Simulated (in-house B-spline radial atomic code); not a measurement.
Radial electron density of Pb, [Xe] 4f14 5d10 6s2 6p2. Method: scalar-relativistic (X2C) HSE06, spin-polarised, spherical fractional occupations, exact exchange averaged over the configuration, Fermi nucleus of rms radius 5.5012 fm. Calculated with a B-spline radial code for spherical atoms.

One-electron X2C: radii and densities carry no picture-change correction, so inner-shell <1/r> comes out high (for 1s by about 2 % at Z = 33, 5 % at 54, 10 % at 75, 30 % at 118) and <r> low.

Columns: r (bohr), 4πr²n(r) (electrons per bohr), bar.

```
0.000244    3.333 #
0.000307    4.547 #
0.000386    6.161 ##
0.000485    8.298 ##
 0.00061    11.13 ###
0.000767    14.85 ####
0.000964    19.67 ######
 0.00121     25.8 #######
 0.00152    33.55 ##########
 0.00192    43.34 ############
 0.00241    54.74 ################
 0.00303    67.91 ###################
 0.00381     82.2 #######################
 0.00479    96.45 ###########################
 0.00603      109 ###############################
 0.00758    117.4 #################################
 0.00953      120 ##################################
   0.012      116 #################################
  0.0151    107.8 ###############################
  0.0189    101.2 #############################
  0.0238    103.5 #############################
    0.03    119.2 ##################################
  0.0377    141.8 ########################################
  0.0474    155.3 ############################################
  0.0596    147.3 ##########################################
  0.0749    127.1 ####################################
  0.0942    121.8 ###################################
   0.118    138.3 #######################################
   0.149    143.2 #########################################
   0.187    112.6 ################################
   0.235    83.16 ########################
   0.296    89.41 #########################
   0.372    96.76 ###########################
   0.468    72.21 ####################
   0.589    40.98 ############
    0.74    27.97 ########
   0.931    23.51 #######
    1.17    16.74 #####
    1.47    9.601 ###
    1.85     5.09 #
    2.33    2.789 #
    2.93    1.535 
    3.68   0.7701 
    4.63   0.3141 
    5.82  0.09819 
    7.32  0.02187 
     9.2 0.002971 
    11.6 0.0002053
```

On this grid the curve has 4 maxima, near 0.00953, 0.0474, 0.149, 0.372 bohr.

The 6s up radial function P(r) = rR(r), positive near the nucleus:

```json
{"r (bohr)": "0.000244", "P": "0.01751"}
{"r (bohr)": "0.000386", "P": "0.02378"}
{"r (bohr)": "0.00061", "P": "0.0319"}
{"r (bohr)": "0.000964", "P": "0.04224"}
{"r (bohr)": "0.00152", "P": "0.05479"}
{"r (bohr)": "0.00241", "P": "0.06903"}
{"r (bohr)": "0.00381", "P": "0.08216"}
{"r (bohr)": "0.00603", "P": "0.08838"}
{"r (bohr)": "0.00953", "P": "0.07691"}
{"r (bohr)": "0.0151", "P": "0.0338"}
{"r (bohr)": "0.0238", "P": "-0.04299"}
{"r (bohr)": "0.0377", "P": "-0.1151"}
{"r (bohr)": "0.0596", "P": "-0.08117"}
{"r (bohr)": "0.0942", "P": "0.09456"}
{"r (bohr)": "0.149", "P": "0.1475"}
{"r (bohr)": "0.235", "P": "-0.1422"}
{"r (bohr)": "0.372", "P": "-0.1598"}
{"r (bohr)": "0.589", "P": "0.313"}
{"r (bohr)": "0.931", "P": "0.1395"}
{"r (bohr)": "1.47", "P": "-0.5697"}
{"r (bohr)": "2.33", "P": "-0.7097"}
{"r (bohr)": "3.68", "P": "-0.3347"}
{"r (bohr)": "5.82", "P": "-0.05974"}
{"r (bohr)": "9.2", "P": "-0.002926"}
```
